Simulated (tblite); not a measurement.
Record of a relaxation.

C4H9Si (doublet state).
Numbering: `[CH3:1][CH2:2][C@H:3]1[CH2:4][SiH:5]1` (hydrogens: H6, H7, H8 on C1; H9, H10 on C2; H11 on C3; H12, H13 on C4; H14 on Si5)

Computed with GFN2-xTB (tblite), gas phase: L-BFGS steps from a force-field or distance-geometry start until the largest atomic force falls under 0.01 eV/Å. 6 of its 94 geometries are shown.

Step 0: E = -401.3124 eV, largest atomic force 2.295 eV/Å
```
atom  x, y, z in Å  |  force x, y, z in eV/Å
C1      1.891    0.355    0.237    0.555   0.839  -0.447
C2      0.522   -0.087    0.722    0.687  -0.532   0.612
C3     -0.328   -0.319   -0.478    0.259  -0.070  -0.429
C4     -1.745   -0.765   -0.225   -1.989  -1.037   0.483
Si5    -1.625    0.932   -0.966   -0.438   1.146  -0.290
H6      2.224   -0.314   -0.599   -0.047   0.545   0.957
H7      2.640    0.402    1.050   -0.359  -0.212  -0.537
H8      1.805    1.383   -0.186    0.148  -0.644   0.198
H9      0.685   -1.067    1.247   -0.394   0.686  -0.089
H10     0.075    0.659    1.433    0.372  -0.752  -0.577
H11     0.185   -0.772   -1.331   -0.038  -0.277   0.458
H12    -2.070   -0.854    0.853    0.498  -0.157  -1.244
H13    -2.214   -1.534   -0.883    0.721   0.260   0.838
H14    -2.046    1.981   -0.056    0.026   0.205   0.068
```

Step 19: E = -401.6341 eV, largest atomic force 0.079 eV/Å
```
atom  x, y, z in Å  |  force x, y, z in eV/Å
C1      1.920    0.396    0.236   -0.032  -0.013   0.026
C2      0.550   -0.112    0.672   -0.060  -0.008  -0.051
C3     -0.377   -0.297   -0.507   -0.021  -0.027   0.002
C4     -1.832   -0.754   -0.227    0.048  -0.015  -0.023
Si5    -1.704    0.974   -0.965    0.032   0.001   0.061
H6      2.345   -0.266   -0.516    0.010   0.008   0.002
H7      2.601    0.432    1.083    0.028   0.027   0.027
H8      1.841    1.394   -0.189   -0.017  -0.006  -0.021
H9      0.670   -1.075    1.185    0.000   0.041  -0.026
H10     0.114    0.590    1.388   -0.007  -0.056  -0.005
H11     0.100   -0.863   -1.304   -0.016   0.013   0.039
H12    -2.095   -0.887    0.817    0.061   0.036  -0.023
H13    -2.152   -1.604   -0.816   -0.040  -0.003   0.014
H14    -1.982    2.072   -0.039    0.016   0.002  -0.021
```

Step 37: E = -401.6438 eV, largest atomic force 0.051 eV/Å
```
atom  x, y, z in Å  |  force x, y, z in eV/Å
C1      1.904    0.416    0.248   -0.016   0.003  -0.001
C2      0.546   -0.149    0.645   -0.031  -0.025  -0.005
C3     -0.376   -0.322   -0.536   -0.026   0.002  -0.024
C4     -1.830   -0.742   -0.212    0.024  -0.032  -0.001
Si5    -1.681    0.981   -0.959    0.002   0.010   0.022
H6      2.396   -0.244   -0.464   -0.003   0.014   0.001
H7      2.544    0.519    1.121    0.014   0.024  -0.013
H8      1.783    1.393   -0.217    0.014   0.009   0.001
H9      0.689   -1.124    1.124    0.026  -0.011   0.022
H10     0.076    0.509    1.381    0.024  -0.008   0.016
H11     0.083   -0.895   -1.336    0.009  -0.013   0.020
H12    -2.034   -0.861    0.847   -0.034   0.019  -0.033
H13    -2.202   -1.588   -0.775   -0.015   0.020   0.004
H14    -1.898    2.105   -0.049    0.012  -0.011  -0.008
```

Step 56: E = -401.6501 eV, largest atomic force 0.027 eV/Å
```
atom  x, y, z in Å  |  force x, y, z in eV/Å
C1      1.871    0.457    0.244   -0.005  -0.003   0.001
C2      0.560   -0.206    0.652   -0.021  -0.015  -0.005
C3     -0.372   -0.376   -0.521   -0.007   0.015  -0.021
C4     -1.848   -0.719   -0.213   -0.006  -0.019   0.010
Si5    -1.603    0.990   -0.966    0.010   0.007  -0.002
H6      2.414   -0.179   -0.451    0.004   0.004  -0.021
H7      2.500    0.632    1.113    0.021   0.006   0.011
H8      1.676    1.409   -0.245   -0.005   0.015   0.014
H9      0.777   -1.186    1.093   -0.006  -0.018   0.005
H10     0.069    0.394    1.423    0.010   0.016   0.001
H11     0.067   -0.979   -1.310    0.009  -0.004   0.010
H12    -2.085   -0.817    0.840    0.001   0.002   0.003
H13    -2.256   -1.544   -0.781   -0.009  -0.004   0.001
H14    -1.770    2.124   -0.059    0.006  -0.003  -0.009
```

Step 74: E = -401.6522 eV, largest atomic force 0.019 eV/Å
```
atom  x, y, z in Å  |  force x, y, z in eV/Å
C1      1.854    0.474    0.248    0.002   0.009   0.003
C2      0.561   -0.224    0.654    0.003   0.006   0.000
C3     -0.370   -0.403   -0.519    0.010   0.013  -0.009
C4     -1.852   -0.716   -0.208    0.003   0.001   0.000
Si5    -1.576    0.978   -0.987    0.005   0.000   0.003
H6      2.381   -0.105   -0.507   -0.010  -0.013   0.009
H7      2.510    0.601    1.106    0.011  -0.002   0.003
H8      1.634    1.455   -0.170   -0.001   0.013   0.000
H9      0.798   -1.201    1.090   -0.002  -0.002  -0.016
H10     0.061    0.365    1.428    0.005  -0.004   0.009
H11     0.065   -1.025   -1.295   -0.006  -0.011   0.001
H12    -2.090   -0.794    0.847   -0.006  -0.003  -0.004
H13    -2.276   -1.541   -0.765   -0.007   0.002   0.009
H14    -1.701    2.135   -0.103   -0.008  -0.009  -0.008
```

Step 93: E = -401.6526 eV, largest atomic force 0.006 eV/Å
```
atom  x, y, z in Å  |  force x, y, z in eV/Å
C1      1.853    0.480    0.252    0.001   0.000   0.001
C2      0.565   -0.230    0.653    0.001   0.000   0.001
C3     -0.369   -0.406   -0.518    0.004   0.003  -0.001
C4     -1.853   -0.711   -0.205   -0.005   0.003  -0.001
Si5    -1.569    0.975   -0.999   -0.001   0.000   0.002
H6      2.375   -0.087   -0.516    0.000  -0.001   0.001
H7      2.515    0.593    1.107    0.001   0.001  -0.002
H8      1.629    1.468   -0.147   -0.001   0.000   0.001
H9      0.811   -1.212    1.074    0.002  -0.002   0.001
H10     0.064    0.344    1.437   -0.002   0.001   0.000
H11     0.060   -1.037   -1.291    0.001   0.000  -0.002
H12    -2.093   -0.776    0.850   -0.001   0.001   0.003
H13    -2.281   -1.539   -0.752    0.001  -0.003  -0.001
H14    -1.708    2.139   -0.127    0.001  -0.001  -0.001
```

**Question.** Summarise the path.

**Answer.** The energy falls by 7.85 kcal/mol from step 0 to step 93; nine tenths of that is first reached at step 9. It falls at every step. The largest force goes from 2.295 to 0.006 eV/Å. Among the bonds C4–H12 changes most, from 1.129 to 1.084 Å; the atoms move by 0.220 Å rms after alignment.

The cost below is that of the whole relaxation. Hardware: an Intel Xeon Platinum 8259CL at 2.50 GHz with one thread, shared host. Cost: 0.67 s.
